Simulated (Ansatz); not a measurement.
Born–Oppenheimer molecular dynamics of AlCl2HO (5 atoms, charge 0, multiplicity 1). It starts from a relaxed structure.

All numbers below come from RKS PBE0/def2-mTZVP (Ansatz 0.2.0).

```yaml
ensemble: NVT, Langevin thermostat
time_step: 0.5 fs
steps_asked: 150
set_temperature: 100 K
friction: 0.02 /fs
temperature_schedule: 37 steps to 100 K, then 113 steps to 25 K
seed: 576656
```

First frame:

```xyz
5
Properties=species:S:1:pos:R:3
Al -0.034 -0.036 -0.027
O -0.025 -0.120 1.653
H -0.831 -0.159 2.173
Cl 1.792 0.045 -1.013
Cl -1.811 -0.011 -1.119
```

Task: How far do the bonds stretch over the last three quarters of this one trajectory? (Pairs bonded in most of those frames.)

Result: 
| bond | mean (Å) | spread (Å) | shortest | longest |
| --- | --- | --- | --- | --- |
| Al1–O2 | 1.681 | 0.019 | 1.65 | 1.71 |
| Al1–Cl4 | 2.073 | 0.008 | 2.06 | 2.09 |
| Al1–Cl5 | 2.088 | 0.015 | 2.07 | 2.11 |
| O2–H3 | 0.961 | 0.004 | 0.95 | 0.97 |

Mean temperature of the second half: 81 K. The schedule's set-point averaged 50 K over the second half and the system 81 K, so it lags behind the ramp. A run of 0.075 ps of so small a system gives no equilibrium averages.

Time of the run: 4.8 min on 2 threads of Arm Neoverse V1, on a shared host, peak memory 0.18 GiB.
